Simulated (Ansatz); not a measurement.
Isolated molecules relaxed with PBE0-D4/def2-TZVP in Ansatz; ΔE leaves out vibrations. CCSD(T)/CBS is the MP2 limit (def2-TZVPP, def2-QZVPP) plus CCSD(T) − MP2 in def2-TZVPP, frozen cores. This one scheme is used for every species. Functionals use def2-TZVPP. B3LYP here is the variant with VWN-RPA as its local correlation; programs differ in this. HSE06 is defined as in plane-wave codes. For Ga outer-core shells are correlated without core-valence functions, which leaves a few kJ/mol of doubt a bond. Scalar relativity is left out up to krypton. Each species was taken in one conformer, which may not be the lowest.

`[F][Ga]([F])[O][SiH3]` + H₂S → `[F][Ga]([F])[SH]` + `O[SiH3]`  (ligand exchange at a Ga–O bond)

`[F][Ga]([F])[O][SiH3]`:

Cartesian coordinates in Å:
```
F 0.732 -1.063 2.339
Ga 1.252 0.154 1.220
F 2.684 1.036 1.614
O 0.379 0.490 -0.252
Si -0.961 -0.040 -1.045
H -2.164 0.093 -0.182
H -0.801 -1.465 -1.435
H -1.122 0.796 -2.259
```

H₂S:

Z-matrix (Å, degrees):
```
S
H 1 1.341
H 1 1.341 2 92.3
```

`[F][Ga]([F])[SH]`:

Z-matrix (Å, degrees):
```
Ga
F 1 1.736
S 1 2.163 2 122.4
F 1 1.739 2 115.1 3 180.0
H 3 1.345 1 91.6 2 -179.8
```

`O[SiH3]`:

Cartesian coordinates in Å:
```
O -0.152 1.264 0.148
Si -0.072 -0.380 0.080
H 0.407 1.764 -0.447
H -0.452 -0.894 -1.265
H -1.029 -0.876 1.096
H 1.297 -0.878 0.389
```

| level | ΔE (kJ/mol) |
| --- | --- |
| B3LYP-D4 | -29.1 |
| HSE06-D4 | -36.8 |
| PBE0 | -38.0 |
| B3LYP | -30.9 |
| CCSD/def2-SVP | -10.4 |
| MP2/def2-TZVPP | -21.6 |
| HF/def2-QZVPP | -13.8 |
| SCS-MP2/def2-QZVPP | -19.8 |

Problem. What does CCSD(T)/CBS give? (Estimate.)

Solution. Ansatz gave: -27.3 kJ/mol. The listed levels differ from it by -1.8, -9.5, -10.7, -3.6, 16.9, 5.7, 13.5, 7.5 kJ/mol.

Largest T1 diagnostic among the species: 0.014.

In def2-TZVPP, CCSD(T) changes the Hartree–Fock value by −3.9 kJ/mol (the triples alone add −1.6 kJ/mol) and MP2 by −5.2 kJ/mol. At CCSD(T), def2-SVP lies +15.9 kJ/mol from the extrapolated value and def2-TZVPP +6.9 kJ/mol. From BLYP to BHLYP (50 % exact exchange), in def2-TZVPP and without D4, ΔE moves by +6.3 kJ/mol.
